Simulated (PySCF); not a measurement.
Spectrum to structure. The calculation used PySCF, TDDFT wB97X-D/def2-SVPD, vertical, gas phase, core orbitals frozen in the response. Geometries: PBE0-D3(BJ)/def2-SVP, one conformer each.

```csv
state,E (eV),λ (nm),f
S1,6.15,201.5,0.011
S2,6.50,190.6,0.011
S3,6.87,180.4,0.031
S4,7.23,171.6,0.022
S5,7.32,169.4,0.029
S6,7.66,161.8,0.019
S7,7.88,157.4,0.013
S8,8.01,154.7,0.057
S9,8.24,150.4,0.022
S10,8.49,146.0,0.080
```

Triplets computed (Tamm–Dancoff): 6.08, 6.29, 6.68, 7.09 eV.

Question: Which candidate is it?
A. `CC[C@@H]1CC[SiH2]1`
B. `C[Si](C)(O)O`
C. `CCN(C)[SiH2]C`

Answer: C. Its S1, at 6.15 eV, is the lowest among the candidates; the nearest of the others has S1 at 6.98 eV. S1 is HOMO→LUMO (70%), HOMO→LUMO+3 (14%). Löwdin shares by element: HOMO nitrogen 53%, carbon 16% or more, silicon 8% (atoms not listed hold the other 24%); LUMO silicon 27%, carbon 24% or more, hydrogen 6% or more (atoms not listed hold the other 44%). At the same level the other candidates give, for their lowest levels:
- `CC[C@@H]1CC[SiH2]1`: 6.98 eV (f 0.032); 7.54 eV (f 0.044); 7.60 eV (f 0.042); 7.91 eV (f 0.011); 8.12 eV (f 0.006); T1 6.56 eV; HOMO -9.42, LUMO 2.02 eV
- `C[Si](C)(O)O`: 7.57 eV (f 0.075); 8.17 eV (f 0.031); 8.40 eV (f 0.028); 8.76 eV (f 0.051); 9.06 eV (f 0.024); T1 7.38 eV; HOMO -10.03, LUMO 1.66 eV

Without π bonds the low states are Rydberg-like; a valence basis with one diffuse set may place them up to an eV too high.
